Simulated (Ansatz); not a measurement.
Input for Ansatz (a first-principles code): R-CAM-B3LYP/def2-TZVPP on HCl (SMILES Cl).

Ansatz 0.2 input:
```yaml
crystal:
  periodic: [false, false, false]
  atoms:
    - {symbol: Cl, position_ang: [-0.00000000, -0.00000000, 0.64100645]}
    - {symbol: H, position_ang: [0.00000000, 0.00000000, -0.64100645]}
basis:
  gaussian:
    orbitals: def2-TZVPP
hamiltonian:
  xc: {name: CAM-B3LYP}
scf: {lower_state_search: off}
```

It printed:

```
WARN ansatz: RAYON_NUM_THREADS=4 ignored (pool sized by the plan → 4); use --threads N
Functional definition: CAM-B3LYP
these checks for a lower state are left out or cut short: stability, starts, cluster_reference, orbital_swaps, neighbouring_geometries, increment
integrals: 0.01 GiB planned
372 factors; their error is unknown
integrals: 0.04 GiB planned
66 factors; integrals over basis functions are off by at most 7.4e-5 eV
mean field: 0.15 GiB planned
mean field evaluation 1: about -12539.5911 eV, gradient 1.0e1 eV
mean field evaluation 2: about -12539.7459 eV, gradient 8.2e0 eV
mean field evaluation 4: about -12539.8597 eV, gradient 1.4e-1 eV
mean field evaluation 8: about -12539.8826 eV, gradient 1.1e-2 eV
mean field -12539.88262362 eV, -460.8321865802 hartree, gradient 1.8e-6 eV, S^2 0.000000; 0 other end points of the search recorded, 0 dependent functions left out
reference -12539.88269794 eV, -460.8321893115 hartree; 9, 9 occupied and 47, 47 virtual orbitals, 372 factors
Total energy: -12539.88269794 eV, -460.8321893115 hartree
Checks for a lower state left out: stability, starts, cluster_reference, orbital_swaps, neighbouring_geometries, increment
```

The run converged.

Cost: about 0.5 core-seconds (a rough figure).
